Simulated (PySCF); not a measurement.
## Computed properties of C₂H₅Si, SMILES [Si]([CH2])C

C2H5Si, SMILES [CH2][Si]C (connectivity only; charge and spin as stated), charge +1, multiplicity 1. Geometry optimised at TPSSh-D3(BJ)/def2-TZVP. The spin state was assumed, not searched. The isomer is the one that the SMILES or the coordinates give; other isomers of the formula were not compared. Other conformers were not sampled. All values are computed for the isolated molecule unless a solvent is named; none is compared with measurement here.

**Structure.** The optimised structure has Cs symmetry. All 18 harmonic modes at TPSSh-D3(BJ)/def2-TZVP (PySCF) are real, so it is a minimum. With heavy atoms numbered as in [CH2:1][Si:2][CH3:3], the shortest bond between them is C1–Si2 at 1.705 Å and the longest Si2–C3 at 1.841 Å.

**Vibrations.** The strongest infrared lines (harmonic, unscaled, degenerate partners summed) lie at 770 cm⁻¹ (67 km/mol, H 75 %, C 23 %), 3084 cm⁻¹ (54 km/mol, H 95 %), 3007 cm⁻¹ (48 km/mol, H 97 %). The softest mode is at 98 cm⁻¹ and the zero-point energy is 37.1 kcal/mol.

**Electronic structure.** PBE0/def2-TZVPD (PySCF) places the frontier levels at -12.97 and -8.52 eV, a gap of 4.45 eV and a mean polarisability of 49.7 bohr³. PBE/def2-TZVPD (PySCF) at the same geometry gives -11.98 and -9.38 eV, so its gap is 1.85 eV narrower. An orbital gap is neither the optical nor the fundamental gap.

**Excitations.** TDA-B3LYP/def2-SVPD (PySCF) has S1 at 2.94 eV (421 nm, f = 0.005, weak); the most intense of the 10 singlets computed lies at 8.24 eV (f = 0.25). T1 (TDA) is at 1.64 eV, 1.30 eV under S1. TDA-PBE/def2-SVPD (PySCF) puts S1 at 2.91 eV.

**NMR.** GIAO shifts at HF/pcSseg-2 (PySCF) (non-relativistic, atoms alike by connectivity averaged): ¹³C from 12.7 to 137.5 ppm against TMS; ¹H from 3.1 to 9.7 ppm against TMS; ²⁹Si at 494.8 ppm against TMS.

**Solvation.** SMD-ωB97X/6-31G* (PySCF) gives -59.2 kcal/mol in water, -35.3 kcal/mol in benzene, -58.1 kcal/mol in cyclohexanone (1 M in both phases, gas-phase geometry); of these solvents water holds the molecule best.
